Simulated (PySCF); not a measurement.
Screening by computed properties: pick the candidate that meets the target.

Each SMILES stands for a single optimised conformer of the isolated species, non-relativistic unless stated; the electronic structure was computed with PySCF and density fitting.

The conformers computed, where there is a choice (atom-mapped SMILES and torsion angles):
- `[CH3:1][NH:2][SiH2:3][n:4]1[cH:5][c:6]([Cl:7])[cH:8][c:9]1[F:10]`: C1–N2–Si3–N4 -57°, N2–Si3–N4–C5 -31°
- `[CH3:1][SiH2:2][c:3]1[n:4][cH:5][n:6][n:7][c:8]1[O:9][SiH3:10]`: C1–Si2–C3–N4 0°, N7–C8–O9–Si10 0°
- `[CH3:1][C:2]([CH3:3])([CH3:4])[O:5][SiH2:6]/[CH:7]=[CH:8]\[C:9]#[N:10]`: C1–C2–O5–Si6 -72°, C2–O5–Si6–C7 157°, O5–Si6–C7–C8 -26°

Question: Wanted: dipole moment between 1.6 D and 3.4 D (PBE0/pcSseg-1) and HOMO–LUMO gap above 6 eV (PBE0/pcSseg-1), at GFN2-xTB geometries. Which candidate meets both?
A. `C[SiH2]C1=NC=NN=C1O[SiH3]`
B. `CN[SiH2]n1cc(Cl)cc1F`
C. `Cp1ccc2ccccc21`
D. `O(C(C)(C)C)[SiH2]/C=C\C#N`

Answer: D. Computed values:
| species | dipole moment | HOMO–LUMO gap |
| --- | --- | --- |
| Cp1ccc2ccccc21 | 1.22 D | 5.29 eV |
| C[SiH2]C1=NC=NN=C1O[SiH3] | 2.03 D | 4.70 eV |
| O(C(C)(C)C)[SiH2]/C=C\C#N | 2.85 D | 6.24 eV |
| CN[SiH2]n1cc(Cl)cc1F | 3.99 D | 6.47 eV |
